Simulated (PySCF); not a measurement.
Al(All)(F)(OH) (C₃H₆AlFO), SMILES C=C[CH2][Al]([OH])[F]. Atoms are numbered in the order given.

```xyz
12

Al     0.3864     0.5583     0.5353
C     -0.1229    -1.3193     0.4922
C     -1.1036    -1.3517    -0.6469
C     -0.8052    -1.5369    -1.9419
H     -0.5798    -1.6499     1.4369
H      0.7641    -1.9389     0.2841
H     -2.1481    -1.1421    -0.3810
H      0.2188    -1.7438    -2.2715
H     -1.5781    -1.4986    -2.7133
F      1.7658     1.0725    -0.2525
O     -0.6141     1.7064     1.2833
H     -0.4886     2.6595     1.2723
```
Charge 0, spin multiplicity 1.

The structure is a stationary point at B3LYP-D3(BJ)/def2-SVP. The values are those of a single conformer.

All values below come from PBE/def2-TZVP (PySCF).

Gas-phase values at a fixed geometry.

### Question
Estimate the frontier levels, gap, dipole moment and polarisability. (The exact figures need the calculation; the answer reports its results.)

### Answer

```yaml
highest_occupied_level: -5.92 eV
lowest_empty_level: -1.40 eV
orbital_gap: 4.51 eV
dipole_moment: 0.91 D
quadrupole, principal values (traceless, Buckingham form, about the centre of nuclear charge): -8.15, 3.19, 4.95 D·Å
mean_static_polarisability: 65.4 bohr³ (9.69 Å³)
polarisability_principal_values: 55.0, 58.1, 83.0 bohr³
```
